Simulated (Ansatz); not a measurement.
C3H9BO (`CBOCC`) at its PBE0-D4/def2-TZVP geometry, where that method's forces vanish. Charge 0, multiplicity 1.

| atom | x (Å) | y (Å) | z (Å) |
| --- | --- | --- | --- |
| C1 | -0.0052 | -2.4066 | -0.8119 |
| B2 | -0.5395 | -0.9946 | -0.4160 |
| O3 | 0.1433 | -0.2477 | 0.4735 |
| C4 | -0.2828 | 1.0488 | 0.8592 |
| C5 | 0.7012 | 2.0884 | 0.3811 |
| H6 | 0.1533 | -2.4612 | -1.8948 |
| H7 | -0.7579 | -3.1713 | -0.5897 |
| H8 | 0.9251 | -2.6746 | -0.3079 |
| H9 | -1.5575 | -0.5425 | -0.8846 |
| H10 | -1.2838 | 1.2428 | 0.4582 |
| H11 | -0.3468 | 1.0560 | 1.9513 |
| H12 | 0.4024 | 3.0801 | 0.7288 |
| H13 | 1.7016 | 1.8759 | 0.7629 |
| H14 | 0.7465 | 2.1064 | -0.7102 |

(1) For each bond, give half the difference of the two atoms' forces along it (eV/Å; positive pushes the atoms apart) under PBE-D4, r2SCAN-D4, B3LYP-D4, ωB97M-V in def2-TZVPP. (Estimate.)

Results:

(1) Ansatz gave: 
| bond | length (Å) | PBE-D4 | r2SCAN-D4 | B3LYP-D4 | ωB97M-V |
| --- | --- | --- | --- | --- | --- |
| C1–B2 | 1.561 | -0.16 | -0.06 | 0.04 | 0.07 |
| C1–H6 | 1.096 | 0.13 | 0.00 | -0.04 | -0.07 |
| C1–H7 | 1.096 | 0.14 | 0.00 | -0.04 | -0.07 |
| C1–H8 | 1.091 | 0.12 | -0.02 | -0.03 | -0.06 |
| B2–O3 | 1.347 | 0.28 | 0.12 | 0.01 | 0.09 |
| B2–H9 | 1.208 | -0.02 | -0.07 | -0.13 | -0.16 |
| O3–C4 | 1.418 | 0.30 | 0.30 | 0.28 | 0.21 |
| C4–C5 | 1.509 | -0.04 | 0.05 | 0.14 | 0.15 |
| C4–H10 | 1.096 | 0.07 | -0.08 | -0.12 | -0.14 |
| C4–H11 | 1.094 | 0.08 | -0.08 | -0.14 | -0.15 |
| C5–H12 | 1.093 | 0.10 | -0.03 | -0.06 | -0.08 |
| C5–H13 | 1.092 | 0.10 | -0.04 | -0.06 | -0.08 |
| C5–H14 | 1.092 | 0.11 | -0.03 | -0.06 | -0.07 |

B3LYP here is the variant with VWN-RPA as its local correlation; programs differ in this.
